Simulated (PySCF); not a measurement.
C5H7F2NOSi.
InChI=1S/C5H7F2NOSi/c6-5(7,3-8)9-4-1-2-10-4/h4H,1-2,10H2/t4-/m1/s1

All values: B3LYP/def2-SVPD (PySCF, non-relativistic), on one gas-phase PBE0-D3(BJ)/def2-SVP geometry that isn't relaxed in the solvent. The solvent is an IEF-PCM continuum (Bondi radii, 1.10 Å for H, scaled by 1.2), and excitations are vertical TDDFT with non-equilibrium linear response and a frozen core. Specific hydrogen bonds and non-electrostatic terms are outside this model.

Gas-phase singlets (H = HOMO, L = LUMO):

```tsv
state	E (eV)	λ (nm)	f	leading configurations
S1	6.571	189	0.064	H→L 96%
S2	6.695	185	0.000	H→L+1 97%
S3	6.935	179	0.006	H→L+2 71%, H-1→L 13%, H-1→L+2 8%
S4	7.152	173	0.025	H-1→L 64%, H→L+2 19%, H-1→L+2 9%
S5	7.245	171	0.017	H→L+3 95%
```

What are the lowest 5 singlets in acetonitrile (ε = 35.69)?

```csv
state,E (eV),λ (nm),f,leading configurations,change by rank (eV)
S1,6.095,203,0.061,H→L 98%,-0.476
S2,6.191,200,0.000,H→L+1 98%,-0.504
S3,6.604,188,0.001,H-1→L 94%,-0.331
S4,6.765,183,0.001,H-1→L+1 94%,-0.387
S5,6.905,180,0.021,H→L+2 85%,-0.340
```

The ground-state energy changes by -0.181 eV from gas to acetonitrile. By how much does the total energy of gas-phase S1 change?

E(S1) = E(S0) + excitation energy, so it changes by -0.181 − 0.476 = -0.657 eV: it is lowered more than the ground state, which is what a red shift means. This is the vertical state, with the slow part of the continuum still set for S0.

How do the frontier levels move from gas to acetonitrile?

```json
{"orbital": "LUMO+2", "gas (eV)": "-0.24", "solvent (eV)": "0.09", "change (eV)": "+0.33"}
{"orbital": "LUMO+1", "gas (eV)": "-0.55", "solvent (eV)": "-0.73", "change (eV)": "-0.18"}
{"orbital": "LUMO", "gas (eV)": "-0.72", "solvent (eV)": "-0.89", "change (eV)": "-0.17"}
{"orbital": "HOMO", "gas (eV)": "-8.10", "solvent (eV)": "-7.75", "change (eV)": "+0.35"}
{"orbital": "HOMO-1", "gas (eV)": "-8.54", "solvent (eV)": "-8.08", "change (eV)": "+0.46"}
{"orbital": "HOMO-2", "gas (eV)": "-9.57", "solvent (eV)": "-9.16", "change (eV)": "+0.41"}
{"orbital": "HOMO-3", "gas (eV)": "-10.05", "solvent (eV)": "-9.69", "change (eV)": "+0.36"}
```

The HOMO–LUMO gap goes from 7.38 to 6.86 eV.

The values belong to the conformer `[N:1]#[C:2][C:3]([F:4])([F:5])[O:6][C@H:7]1[CH2:8][CH2:9][SiH2:10]1`: C2–C3–O6–C7 179°, C3–O6–C7–C8 -172°.
